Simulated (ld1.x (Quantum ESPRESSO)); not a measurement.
lanthanum, TM: configuration errors across variants

ld1.x (Quantum ESPRESSO) 7.5 input, shortened:

```
&input
   title='La', zed=57., rel=1, dft='PZ', iswitch=3,
   config='[Xe] 4f0 5d1 6s2 6p0'
 /
 &inputp
   pseudotype=2, tm=.true., lloc=-1, rcloc=2.65,
   nlcc=.false.
 /
4
5S  1  0   2.00   0.00  2.25  2.25  0.0
5P  2  1   6.00   0.00  2.85  2.85  0.0
5D  3  2   1.00   0.00  3.35  3.35  0.0
4F  4  3   0.00   0.00  1.90  1.90  0.0
 &test
   configts(1)='4f0 5s2 5p6 5d1 6s2 6p0'
 /
```

Occupied shells without a wave of their own: 6s. They enter only through the test configuration that unscreens the potential.

All-electron excitation energies from the reference (eV): (1) 4f0 5s2 5p6 5d1 6s1 6p0 6.163; (2) 4f0 5s2 5p6 5d1 6s0 6p0 17.315; (3) 4f0 5s2 5p6 5d0 6s0 6p0 36.416; (4) 4f0 5s2 5p6 5d1 6s1.5 6p0 2.482; (5) 4f1 5s2 5p6 5d1 6s0 6p0 7.077; (6) 4f0 5s2 5p5 5d1 6s2 6p0 27.084; (7) 4f0 5s1 5p6 5d1 6s2 6p0 44.201; (8) 4f0 5s2 5p6 5d1 6s2 6p0 spin -0.097; (9) 4f0 5s2 5p6 5d1 6s1 6p0 spin 5.737.

Spin tests fill each open shell by Hund’s rule, majority spin first.

For the base: The 6s level has no wave, so the channel is fitted at the deeper level alone: the likely source of the large errors.

On the changes marked as counting shells twice: ld1.x takes every shell without a wave as core, so the model core holds the marked electrons as well and exchange and correlation see them twice. This cancels in the reference configuration, but the file is broken for other ones, and its errors say nothing about a proper core correction.

Tests that are not counted but printed errors over 1 eV. “local potential all-electron potential smoothed inside 3.48 bohr (lloc = -1)”: 4f1 5s2 5p6 5d1 6s0 6p0 (solver errors, printed error -7.1 eV).

2 further variants failed, have other tests or another functional or relativity, and are left out.

The file “base” misses its own reference levels by 0.3 eV. The file “local potential all-electron potential smoothed inside 2.10 bohr (lloc = -1)” misses its own reference levels by 0.4 eV. The file “core correction full core density, not smoothed (it rises at the typed radius of 2.28 bohr, so ld1.x skipped the fit) (6s counted twice)” misses its own reference levels by 0.3 eV. The file “local potential the s channel” misses its own reference levels by 0.5 eV. The file “wave 5p (bound): rc 2.85 bohr becomes 5p (bound): rc 4.40 bohr” misses its own reference levels by 0.3 eV. The file “wave 4f (bound): rc 1.90 bohr becomes 4f (bound): rc 2.10 bohr” misses its own reference levels by 0.3 eV. The file “local potential all-electron potential smoothed inside 3.88 bohr (lloc = -1)” misses its own reference levels by 0.3 eV.

Errors AE − PS in meV (a dash: test not solved or not reliable):

```tsv
change	(1)	(2)	(3)	(4)	(5)	(6)	(7)	(8)	(9)	bound ghosts
base	+358	+934	+1336	+156	+663	-101	-144	+4.1	+358	none
local potential all-electron potential smoothed inside 2.10 bohr (lloc = -1)	-523	-1459	-2122	-223	+46	+171	+302	+2.3	-501	none
core correction full core density, not smoothed (it rises at the typed radius of 2.28 bohr, so ld1.x skipped the fit) (6s counted twice)	+255	+389	+432	+133	+158	-148	-222	-7.9	+138	none
local potential the s channel	-687	-1832	-2595	-297	-384	+68	+122	+1.7	-670	none
all radii scaled by about 0.94 (s 2.10, p 2.66, d 3.14, f 1.78 bohr); local potential all-electron potential smoothed inside 2.48 bohr (lloc = -1)	+145	+380	+550	+63	–	-39	-25	+3.2	+149	none
wave 5p (bound): rc 2.85 bohr becomes 5p (bound): rc 4.40 bohr	+358	+932	+1312	+156	+566	-69	-210	+2.5	+354	none
wave 4f (bound): rc 1.90 bohr becomes 4f (bound): rc 2.10 bohr	+358	+934	+1336	+156	+750	-101	-144	+4.1	+358	none
local potential all-electron potential smoothed inside 3.88 bohr (lloc = -1)	+394	+969	+1301	+175	+925	+18	+24	+4.4	+389	none
local potential all-electron potential smoothed inside 3.48 bohr (lloc = -1)	-256	-756	-1157	-107	–	+116	+186	+2.7	-246	none
```

Task: Give the same row for: wave 5d (bound): rc 3.35 bohr becomes 5d (bound): rc 2.10 bohr.

Result: +358, +934, +1335, +156, +664, -100, -143, +3.9, +358; bound ghosts: none.
